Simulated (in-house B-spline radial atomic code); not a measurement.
Configurations of Ag VII (Ag6+), with energies counted from [Kr] 4d5. Computed with a B-spline radial code for spherical atoms: scalar-relativistic (X2C) LC-wPBE, spin-polarised, spherical fractional occupations, exact exchange averaged over the configuration, Fermi nucleus of rms radius 4.5454 fm. Shells without spins written out take the highest spin.

Occupations are held fixed; configurations that lie above the ionisation limit could autoionise.

| configuration | E - E(ref) (eV) | highest orbital | its <r> (bohr) |
| --- | --- | --- | --- |
| [Kr] 4d4 5s1 | 29.66 | 5s up | 1.919 |
| [Kr] 4d4 5p1 | 41.099 | 5p up | 2.114 |
| [Kr] 4d4 4f1 | 53.014 | 4f up | 1.636 |
| [Ar] 3d9 4s2 4p6 4d5 5s1 | 401.66 | 5s up | 1.893 |
| [Ar] 3d9 4s2 4p6 4d5 5d1 | 430.12 | 5d up | 2.523 |

Order these further configurations by energy, lowest first.
A. [Ar] 3d10 4s2 4p5 4d5 5d1
B. [Ar] 3d9 4s2 4p6 4d5 5p1
C. [Ar] 3d10 4s2 4p5 4d5 5f1
D. [Kr] 4d4 5f1
E. [Ar] 3d9 4s2 4p6 4d5 4f1

D (73.765 eV), A (109.19 eV), C (125.21 eV), B (413.24 eV), E (424.61 eV).
